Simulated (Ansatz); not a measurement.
Donor–acceptor adduct: GaH3 (SMILES [GaH3]) (first 4 atoms) with H2O (SMILES O); geometry from B3LYP-D3(BJ)/def2-TZVP, rigid monomers moved along the line of their centres of mass till Ga1···O5 is 3.12 Å.
(charge 0, multiplicity 1):
```xyz
7

Ga     0.397    -0.376     0.685
H      1.883    -0.098     1.123
H     -0.229    -1.811     0.853
H     -0.287     0.626    -0.330
O     -0.929     0.838     3.231
H     -1.891     0.766     3.192
H     -0.724     1.777     3.321
```

Interaction energies are E(AB) − E(A) − E(B) at the monomers' geometry in the complex; basis-set methods are counterpoise corrected.

Correlated levels freeze the cores. Filled d and f shells under p-block atoms count as core. CBS: X⁻³ extrapolation of the correlation energy, Hartree–Fock from the larger set.

Codes used: Ansatz (an electronic-structure program) with Gaussian orbitals. Each number belongs to the level named beside it.

**Question.** Predict the interaction energy from SCS-MP2/aug-cc-pVDZ.

**Answer.** -6.2 kcal/mol
